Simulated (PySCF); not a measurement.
NMR data simulated for an unnamed compound:

1H NMR (300 MHz, computed): δ 6.60 (br s, 1H), 6.29 (br s, 1H), 4.39 (m, 2H), 4.03 (m, 2H), 3.05 (s, 1H), 1.05 (m, 2H).

13C{1H} NMR (computed): δ 149.9 (CH2), 132.2 (C), 92.5 (CH), 88.8 (C).

Relativity neglected, a single conformation, isolated molecule, fast rotation and ring inversion assumed for equivalent nuclei. PBE0/pcSseg-1 with gauge-including orbitals; geometry from GFN2-xTB; PySCF 2.14.

δ = σ(ref) − σ, references computed at the same level: 1H (31.72 ppm) and 13C (186.93 ppm) against TMS.

**Question.** Which of these does the molecule contain: a methoxy group, a non-aromatic C=C double bond, a Si–H bond, a tert-butyl group, a ketone, a C≡C triple bond?

**Answer.** 
- A methoxy group: no.
- A non-aromatic C=C double bond: yes.
- A Si–H bond: yes (δH 4.39 (m)).
- A tert-butyl group: no.
- A ketone: no.
- A C≡C triple bond: yes (δC 92.5, 88.8; δH 3.05 (s)).

The data belong to `C#CC(=C)[SiH2][SiH2]P`, C4H9PSi2; they needn't prove each group on their own.

Carbon signals by region: 2 in the sp2 and nitrile region (100–160 ppm), 2 at 50–100 ppm.

Splittings by 31P in the carbon and heteronuclear signals aren't shown, as no couplings were computed. Shifts are as computed. Against solution values, carbons near 30 ppm lie about +3 ppm off and those near 130 ppm about +5 ppm. Of 1211 compounds with measured shifts, 218 miss one by over three times the rms of a fit or turn the order of signals round; such compounds aren't used in these exercises. Multiplicities follow the n + 1 count of equivalent neighbours, as no J values were calculated; m marks all less simple cases, F and P coupling included.
